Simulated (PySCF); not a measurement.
CH$_{4}$OZn, singlet, at a GFN2-xTB geometry (such geometries of metal compounds can be far from the true shape) (in this run its highest filled SCF level lies above zero, so its values depend strongly on the basis, on diffuse functions most of all); PBE0/STO-3G in PySCF.

Here is a job for PySCF.
```python
from pyscf import gto, scf, dft

mol = gto.M(
    atom='''
Zn   -0.01725634    0.01469602    0.17610893
C    -0.16999058    1.58529776   -1.03868649
H    -0.89438198    2.31293583   -0.69757834
H    -0.47857034    1.23277719   -2.01677520
H     0.78322230    2.08823604   -1.14561464
O     0.23277667   -1.66790958    0.45013089
H     0.26515014   -2.24333970    1.20777220
''',
    basis='sto-3g',
    verbose=4,
    symmetry=True,
)

mf = dft.RKS(mol)
mf.xc = 'pbe0'
mf.kernel()
mf.analyze()
```

**Question.** What does PySCF print? Leave out banner, timings and long lists.

**Answer.** 
```
PySCF version 2.14.0

[INPUT] verbose = 4
[INPUT] num. atoms = 7
[INPUT] num. electrons = 48
[INPUT] charge = 0
[INPUT] spin (= nelec alpha-beta = 2S) = 0
[INPUT] symmetry True subgroup None
[INPUT] Mole.unit = angstrom
[INPUT] Symbol           X                Y                Z      unit          X                Y                Z       unit  Magmom
[...]
nuclear repulsion = 171.680075178514
point group symmetry = C1
symmetry origin: [0. 0. 0.]
symmetry axis x: [1. 0. 0.]
symmetry axis y: [0. 1. 0.]
symmetry axis z: [0. 0. 1.]
num. orbitals of irrep A = 32
number of shells = 18
number of NR pGTOs = 96
number of NR cGTOs = 32
basis = sto-3g
ecp = {}

******** <class 'pyscf.dft.rks.RKS'> ********
method = RKS
initial guess = minao
damping factor = 0
level_shift factor = 0
DIIS = <class 'pyscf.scf.diis.CDIIS'>
diis_start_cycle = 1
diis_space = 8
diis_damp = 0
SCF conv_tol = 1e-09
SCF conv_tol_grad = None
SCF max_cycles = 50
direct_scf = True
direct_scf_tol = 1e-13
XC library pyscf.dft.libxc version 7.1.2
    S. Lehtola, C. Steigemann, M. J. T. Oliveira, and M. A. L. Marques,  SoftwareX 7, 1–5 (2018)
XC functionals = pbe0
    C. Adamo and V. Barone,  J. Chem. Phys. 110, 6158 (1999)
    M. Ernzerhof and G. E. Scuseria,  J. Chem. Phys. 110, 5029 (1999)
radial grids:
    Treutler-Ahlrichs [JCP 102, 346 (1995); DOI:10.1063/1.469408] (M4) radial grids

becke partition: Becke, JCP 88, 2547 (1988); DOI:10.1063/1.454033
pruning grids: <function nwchem_prune>
grids dens level: 3
symmetrized grids: True
atomic radii adjust function: <function treutler_atomic_radii_adjust>
small_rho_cutoff = 0
Set gradient conv threshold to 3.16228e-05
Initial guess from minao.
tot grids = 88072
init E= -1870.60037018035

WARN: HOMO -0.0615926936053207 == LUMO -0.061248281842325

cycle= 1 E= -1865.94243202341  delta_E= 4.66  |g|= 3.25  |ddm|= 5.77
[...]
cycle= 2 E= -1863.96974267763  delta_E= 1.97  |g|= 3.26  |ddm|= 6.07
[...]
cycle= 3 E= -1870.00483698534  delta_E= -6.04  |g|= 1.88  |ddm|= 6.44
[...]
cycle= 4 E= -1865.9080438066  delta_E=  4.1  |g|= 3.42  |ddm|= 6.49
[...]
cycle= 5 E= -1865.90723884548  delta_E= 0.000805  |g|= 3.43  |ddm|= 0.00129
[...]
cycle= 6 E= -1865.97252557584  delta_E= -0.0653  |g|=  3.4  |ddm|= 0.265
[...]
cycle= 7 E= -1866.03503111613  delta_E= -0.0625  |g|= 3.34  |ddm|= 0.571
[...]
cycle= 8 E= -1866.01196322544  delta_E= 0.0231  |g|= 3.35  |ddm|= 0.0367
[...]
cycle= 9 E= -1866.02561626504  delta_E= -0.0137  |g|= 3.35  |ddm|= 0.0132
[...]
[...]
[...]
cycle= 34 E= -1872.47307633771  delta_E= -4.63e-06  |g|= 0.000745  |ddm|= 0.0175
[...]
cycle= 35 E= -1872.47308629909  delta_E= -9.96e-06  |g|= 0.00162  |ddm|= 0.0567
[...]
cycle= 36 E= -1872.47308366983  delta_E= 2.63e-06  |g|= 0.00322  |ddm|= 0.0276
[...]
cycle= 37 E= -1872.47309466619  delta_E= -1.1e-05  |g|= 0.0016  |ddm|= 0.0457
[...]
cycle= 38 E= -1872.47310269639  delta_E= -8.03e-06  |g|= 0.000652  |ddm|= 0.0588
[...]
cycle= 39 E= -1872.47309293662  delta_E= 9.76e-06  |g|= 0.00332  |ddm|= 0.0506
[...]
cycle= 40 E= -1872.47310259296  delta_E= -9.66e-06  |g|= 0.00183  |ddm|= 0.0505
[...]
cycle= 41 E= -1872.4731089024  delta_E= -6.31e-06  |g|= 0.00136  |ddm|= 0.0817
[...]
cycle= 42 E= -1872.47310878006  delta_E= 1.22e-07  |g|= 0.000518  |ddm|= 0.0223
[...]
cycle= 43 E= -1872.4731102077  delta_E= -1.43e-06  |g|= 0.000415  |ddm|= 0.0361
[...]
cycle= 44 E= -1872.47311041737  delta_E= -2.1e-07  |g|= 0.000185  |ddm|= 0.00706
[...]
cycle= 45 E= -1872.47311043799  delta_E= -2.06e-08  |g|= 0.000248  |ddm|= 0.00348
[...]
cycle= 46 E= -1872.47311055837  delta_E= -1.2e-07  |g|= 0.000121  |ddm|= 0.00708
[...]
cycle= 47 E= -1872.47311062193  delta_E= -6.36e-08  |g|= 4.98e-05  |ddm|= 0.00783
[...]
cycle= 48 E= -1872.47311063003  delta_E= -8.1e-09  |g|= 3.95e-05  |ddm|= 0.00256
[...]
cycle= 49 E= -1872.47311063218  delta_E= -2.15e-09  |g|= 1.11e-05  |ddm|= 0.00196
[...]
cycle= 50 E= -1872.47311063243  delta_E= -2.52e-10  |g|= 6.31e-06  |ddm|= 0.000131
[...]
Extra cycle  E= -1872.47311063238  delta_E= 5.5e-11  |g|= 1.86e-05  |ddm|= 4.43e-05
converged SCF energy = -1872.47311063238
**** SCF Summaries ****
Total Energy =                       -1872.473110632377029
Nuclear Repulsion Energy =             171.680075178514414
One-electron Energy =                -2954.808423384718026
Two-electron Energy =                  910.655237573826412
Two-electron Coulomb Energy =          997.148434977825900
DFT Exchange-Correlation Energy =      -86.493197403999488
HOMO-LUMO gap [eV] =                     3.091392859934050
**** MO energy ****
[...]
 ** Mulliken pop on meta-lowdin orthogonal AOs  **
 ** Mulliken pop  **
[...]
 ** Mulliken atomic charges  **
charge of    0Zn =      1.04744
charge of    1C =     -0.66314
charge of    2H =      0.03434
charge of    3H =      0.02506
charge of    4H =      0.02973
charge of    5O =     -0.63974
charge of    6H =      0.16632
Dipole moment(X, Y, Z, Debye):  0.17284, -1.47820,  0.76938
```
